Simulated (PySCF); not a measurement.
**Towards the basis-set limit for InO**

State: ²Π, doublet, unpaired electrons π ↑. De refers to In + O. ROHF-based CCSD(T) in PySCF 2.14 with In cc-pwCVDZ-PP with ECP28, O aug-cc-pVDZ and In cc-pwCVTZ-PP with ECP28, O aug-cc-pVTZ (frozen core orbitals: 5; scalar-relativistic core potentials). Correlation energies are extrapolated as n⁻³ (n = 2, 3), Hartree–Fock as (n+1)·exp(−9√n).

| Level | Re (Å) | ωe (cm⁻¹) | ωexe (cm⁻¹) | αe (cm⁻¹) | De (eV) |
| --- | --- | --- | --- | --- | --- |
| CCSD(T)/DZ | 2.1046 | 490.9 | 2.44 | 0.00202 | 3.304 |
| CCSD(T)/TZ | 2.0834 | 502.4 | 2.62 | 0.00211 | 3.460 |
| HF/CBS | 2.0636 | 534.0 | 2.77 | 0.00209 | 1.896 |
| MP2/CBS | 2.0742 | 506.9 | 2.59 | 0.00211 | 3.586 |
| CCSD/CBS | 2.0713 | 515.2 | 2.64 | 0.00210 | 3.359 |
| CCSD(T)/CBS | 2.0786 | 505.5 | 2.63 | 0.00212 | 3.529 |

Q: How much is left between CCSD(T)/TZ and the basis-set limit, and how much do the triples give at the limit?

A: CCSD(T)/CBS less CCSD(T)/TZ: -4.8 mÅ in Re, +3.1 cm⁻¹ in ωe and +0.069 eV in De. CCSD(T)/CBS less CCSD/CBS: +7.3 mÅ in Re, -9.7 cm⁻¹ in ωe and +0.170 eV in De.

The T1 diagnostic is 0.023. The state was picked by a PBE0 search and need not be the measured ground state. Spin–orbit coupling, excitations beyond (T) and corrections to the Born–Oppenheimer picture are left out, and spin–orbit coupling matters for open p, d or f shells this heavy.

The whole job (state search and all basis sets along the bond) took about 35 min on 4 threads of Arm Neoverse V2 (shared host), peak memory 11 GiB.
